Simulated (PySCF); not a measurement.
# Assignment exercise: C$_{5}$H$_{4}$FNO

Molfile (atoms numbered from 1):
```
C5H4FNO
     RDKit          3D

 12 11  0  0  0  0  0  0  0  0999 V2000
   -2.8801    1.2513   -0.8451 N   0  0  0  0  0  0  0  0  0  0  0  0
   -2.2415    0.4129   -0.4085 C   0  0  0  0  0  0  0  0  0  0  0  0
   -1.4214   -0.6446    0.1477 C   0  0  0  0  0  0  0  0  0  0  0  0
   -0.0754   -0.0981    0.5211 C   0  0  0  0  0  0  0  0  0  0  0  0
   -0.0606    0.4649    1.7375 F   0  0  0  0  0  0  0  0  0  0  0  0
    1.0250   -0.1201   -0.2320 C   0  0  0  0  0  0  0  0  0  0  0  0
    2.3074    0.4471    0.1913 C   0  0  0  0  0  0  0  0  0  0  0  0
    3.3066    0.4199   -0.4771 O   0  0  0  0  0  0  0  0  0  0  0  0
   -1.9229   -1.0325    1.0398 H   0  0  0  0  0  0  0  0  0  0  0  0
   -1.3213   -1.4379   -0.5956 H   0  0  0  0  0  0  0  0  0  0  0  0
    0.9944   -0.5752   -1.2102 H   0  0  0  0  0  0  0  0  0  0  0  0
    2.2910    0.9116    1.1933 H   0  0  0  0  0  0  0  0  0  0  0  0
  1  2  3  0
  2  3  1  0
  3  4  1  0
  4  5  1  0
  4  6  2  0
  6  7  1  0
  7  8  2  0
  3  9  1  0
  3 10  1  0
  6 11  1  0
  7 12  1  0
M  END
```

Level of theory: GFN2-xTB structure, shieldings: GIAO PBE0/pcSseg-1, in PySCF 2.14.0 with density-fitted response routines (one averaged value for each set of equivalent atoms, no relativistic terms, a single conformation, isolated molecule).

Shifts are taken against calculated references (same method and geometry level): TMS for 13C (186.93 ppm) and 1H (31.72 ppm).

(1) Assign these signals to the numbered atoms. 13C{1H} NMR (computed): δ 190.3 (CH), 178.7 (C), 121.0 (CH), 117.9 (C), 24.1 (CH2).

(2) Assign these signals to the numbered atoms. 1H NMR (300 MHz, computed): δ 10.35 (m, 1H), 5.58 (m, 1H), 3.27 (m, 2H).

Results:

(1) 
| δ (ppm) | atoms | environment | reason |
| --- | --- | --- | --- |
| 190.3 | C7 | aldehyde carbonyl carbon | low-lying n→π* states of the double bond to the heteroatom give a large paramagnetic term (-250 ppm) |
| 178.7 | C4 | β carbon of a C=C–C=O unit | conjugation with the carbonyl draws π density from the β position |
| 121.0 | C6 | α carbon of a C=C–C=O unit | as expected for a trigonal carbon in a double bond |
| 117.9 | C2 | nitrile carbon | C≡N carbons fall here, among the sp2 signals but without a proton |
| 24.1 | C3 | allylic sp3 CH2 | aliphatic region, no heteroatom directly attached |

(2) 
| δ (ppm) | atoms | environment | reason |
| --- | --- | --- | --- |
| 10.35 | H12 | hydrogen on an aldehyde carbonyl carbon | the C=O anisotropy and electron withdrawal place aldehyde protons far downfield |
| 5.58 | H11 | hydrogen on an α carbon of a C=C–C=O unit | a vinylic proton, deshielded by the sp2 carbon and the C=C anisotropy |
| 3.27 | H9/H10 | hydrogen on an allylic sp3 CH2 | – |

Splittings by 19F in the carbon and heteronuclear signals aren't shown, as no couplings were computed. Shifts are as computed. Against solution values, carbons near 30 ppm lie about +3 ppm off and those near 130 ppm about +5 ppm. Of 1211 compounds with measured shifts, 218 miss one by over three times the rms of a fit or turn the order of signals round; such compounds aren't used in these exercises. No couplings were computed; multiplicities are counted from neighbouring protons, with m where these are inequivalent, close in shift, in a saturated or five-membered ring or joined by F or P, and br s for small geminal =CH2 splittings.
